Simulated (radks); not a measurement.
Species: Pr I. Configuration: [Xe] 4f3 5f2 (not the ground configuration). Calculated with a radial shooting solver on a logarithmic mesh with Libxc functionals: scalar-relativistic Kohn-Sham, revPBE, spin-polarised, spherical densities, finite nucleus; open shells are filled with parallel spins first (spin-orbit coupling, left out, can overturn this in heavy ions); Fermi nuclear charge, rms radius 4.8919 fm.

Normalised radial functions P(r) = r R(r), r in bohr:

| r | 4d down | 5p down |
|---|---|---|
| 0.004533 | 0.0004 | 0.0095 |
| 0.006343 | 0.0009 | 0.0168 |
| 0.008876 | 0.0024 | 0.0291 |
| 0.01242 | 0.0059 | 0.0491 |
| 0.01738 | 0.0143 | 0.0796 |
| 0.02432 | 0.0335 | 0.1214 |
| 0.03403 | 0.0750 | 0.1682 |
| 0.04725 | 0.1546 | 0.1996 |
| 0.06611 | 0.2959 | 0.1793 |
| 0.09251 | 0.4969 | 0.0658 |
| 0.1295 | 0.6905 | -0.1309 |
| 0.1812 | 0.7061 | -0.2851 |
| 0.2535 | 0.3399 | -0.1974 |
| 0.3547 | -0.4023 | 0.1604 |
| 0.4964 | -1.1153 | 0.4388 |
| 0.6891 | -1.2847 | 0.2283 |
| 0.9643 | -0.8892 | -0.3794 |
| 1.349 | -0.3815 | -0.8311 |
| 1.888 | -0.0959 | -0.7884 |
| 2.642 | -0.0121 | -0.4305 |
| 3.697 | -0.0006 | -0.1363 |
| 5.174 | 0.0000 | -0.0227 |
| 7.24 | 0.0000 | -0.0015 |
| 10.05 | 0.0000 | 0.0000 |
| 14.06 | 0.0000 | 0.0000 |
| 19.68 | 0.0000 | 0.0000 |
| 27.54 | 0.0000 | 0.0000 |

4d down: eigenvalue -115.73 eV, 1 radial node at r = 0.300 bohr, <r> = 0.728 bohr, 90 % of the charge inside 1.09 bohr. 5p down: eigenvalue -27.490 eV, 3 radial nodes at r = 0.105, 0.310, 0.790 bohr, <r> = 1.76 bohr, 90 % of the charge inside 2.57 bohr.
